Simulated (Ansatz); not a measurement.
Reaction (redistribution): `N[SiH](O)[SiH2]F` + `N[Si](O)(O)F` → `F[SiH2]F` + `N[SiH](O)[Si](N)(O)O`

Isolated molecules relaxed with PBE0-D4/def2-TZVP in Ansatz; ΔE leaves out vibrations. CCSD(T)/CBS adds triple-zeta CCSD(T) − MP2 to the extrapolated MP2 energy (def2 sets, frozen cores). This one scheme is used for every species. Functionals use def2-TZVPP. B3LYP here is the variant with VWN-RPA as its local correlation; programs differ in this. One conformer a species, not always the lowest.

Is it downhill or uphill in electronic energy at CCSD(T)/CBS, and by how much? (Best estimate.)

Computed: Uphill: ΔE = +0.07 eV.

What do these levels give: PBE-D4, PBE0-D4, ωB97X-V, B2PLYP, r2SCAN, PBE0, B3LYP, HF/def2-TZVPP, SCS-MP2/def2-TZVPP, MP2/def2-QZVPP, HF/CBS(def2), MP2/CBS(def2)? (Estimate.)

Computed: PBE-D4 0.06, PBE0-D4 0.10, ωB97X-V 0.08, B2PLYP 0.08, r2SCAN 0.12, PBE0 0.13, B3LYP 0.11, HF/def2-TZVPP 0.19, SCS-MP2/def2-TZVPP 0.05, MP2/def2-QZVPP 0.03, HF/CBS(def2) 0.18, MP2/CBS(def2) 0.03 eV.

Largest T1 diagnostic among the species: 0.012.

In def2-TZVPP, CCSD(T) changes the Hartree–Fock value by −0.12 eV (the triples alone add −0.02 eV) and MP2 by −0.16 eV. The D4 term adds −0.05 eV with B3LYP and −0.03 eV with PBE0; it sums over pairs of atoms, weighted by their polarisabilities, and B3LYP, whose exchange is more repulsive, gets the larger term. From PBE to PBE0 (25 % exact exchange), in def2-TZVPP and without D4, ΔE moves by +0.04 eV.
